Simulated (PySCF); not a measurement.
## Electronic absorption of 2-methylthieno[3,2-b]thiophene

2-methylthieno[3,2-b]thiophene, C7H6S2.
Cartesian coordinates in Å at the GFN2-xTB level; atoms count from 1:
```xyz
15
C7H6S2 angstrom
C      2.8927   -0.0012    0.3290
C      1.4172   -0.0008    0.1508
C      0.7054   -0.1439   -0.9979
C     -0.6853   -0.0906   -0.7644
S     -2.0985   -0.2030   -1.7515
C     -3.1069    0.0007   -0.3566
C     -2.4142    0.1473    0.8007
C     -1.0249    0.0943    0.5675
S      0.3900    0.2046    1.5545
H      3.3861   -0.1380   -0.6299
H      3.2246    0.9401    0.7664
H      3.1965   -0.8039    1.0007
H      1.1490   -0.2802   -1.9669
H     -4.1703   -0.0028   -0.4899
H     -2.8659    0.2854    1.7653
```

The calculation used TDDFT CAM-B3LYP/def2-SVPD, vertical, gas phase, core orbitals frozen in the response (PySCF).

Problem. List the vertical singlet excitations with oscillator strengths and describe the spectrum.

Solution. 

| state | E (eV) | λ (nm) | f | \|μ\| (D) | symmetry | main configurations (H = HOMO, L = LUMO) |
| --- | --- | --- | --- | --- | --- | --- |
| S1 | 4.89 | 253.5 | 0.296 | 3.99 | A′ | H→L (95%) |
| S2 | 5.21 | 238.2 | 0.118 | 2.45 | A′ | H-1→L (92%) |
| S3 | 5.54 | 223.9 | 0.0006 | 0.17 | – | H→L+1 (72%), H→L+2 (10%) |
| S4 | 5.67 | 218.7 | 0.0000 | 0.01 | – | H→L+2 (42%), H-1→L+1 (21%), H→L+3 (14%) |
| S5 | 5.68 | 218.1 | 0.0001 | 0.08 | – | H-1→L+1 (38%), H→L+2 (20%), H-1→L+2 (14%) |
| S6 | 5.91 | 209.7 | 0.0003 | 0.12 | – | H-1→L+2 (42%), H-1→L+3 (24%), H→L+2 (9%) |
| S7 | 5.98 | 207.3 | 0.0006 | 0.17 | – | H→L+3 (61%), H→L+2 (12%), H→L+6 (9%) |
| S8 | 5.99 | 207.1 | 0.0001 | 0.06 | – | H→L+4 (76%), H-1→L+4 (10%) |

Triplets, Tamm–Dancoff:

```json
{"state": "T1", "E (eV)": "3.23", "λ (nm)": "383.3", "main configurations (H = HOMO, L = LUMO)": "H→L (90%)"}
{"state": "T2", "E (eV)": "4.13", "λ (nm)": "300.0", "main configurations (H = HOMO, L = LUMO)": "H-1→L (92%)"}
{"state": "T3", "E (eV)": "4.49", "λ (nm)": "276.0", "main configurations (H = HOMO, L = LUMO)": "H→L+4 (56%), H-2→L (22%), H→L+10 (8%)"}
```

The lowest singlet comes at 253 nm (472 kJ/mol) in the ultraviolet; it is strong; its leading configuration is HOMO→LUMO (95%). The lowest level is also the most intense of those listed (f = 0.296). S7/S8 lie within about 0.01 eV of each other. Löwdin shares by element: HOMO carbon 61% or more (atoms not listed hold the other 39%); LUMO carbon 32% or more, sulfur 24% (atoms not listed hold the other 44%). Orbital energies (eV): HOMO-3 -10.79, HOMO-2 -9.43, HOMO-1 -7.77, HOMO -7.31, LUMO 0.24, LUMO+1 1.06, LUMO+2 1.17. The listed states span 1.09 eV, and the widest gap between neighbours is 0.33 eV (S2 to S3). Weighted by f, the mean energy of these states is 4.98 eV. No computed singlet lies in the visible range (380 to 750 nm); the lowest, at 253 nm, stands 1.63 eV above its violet end (3.26 eV); a Tamm–Dancoff triplet lies at 383 nm, without intensity as long as spin–orbit coupling is left out. Symmetry labels in Cs follow from the direction of the transition dipole and are given only for states with f of 0.002 or more. The window holds the lowest 8 singlets.

Hardware: one thread of an Arm Neoverse V1, no GPU, on a shared host. Cost: 75 s.
